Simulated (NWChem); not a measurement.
# hydrogen bromide (HBr); SMILES Br

Computed with NWChem. Geometry: optimised at PBE0/def2-SVP.

Diagonal of the polarisability tensor at PBE0/aug-cc-pVDZ, 589 nm: 22.05, 22.05, 24.48 bohr³.

Find the mean polarisability volume, the molar refraction, and the refractive index that an ideal gas of it would have at 273.15 K and 1 atm.


1. Mean: one third of the trace = 22.86 bohr³ × 0.14818 Å³/bohr³ = 3.39 Å³.
2. Molar refraction (Lorentz-Lorenz): (4π/3) N_A α = 8.5 cm³/mol.
3. Number density p/kT = 2.687 × 10⁻⁵ Å⁻³; n − 1 = 2π N α = 5.72 × 10⁻⁴.
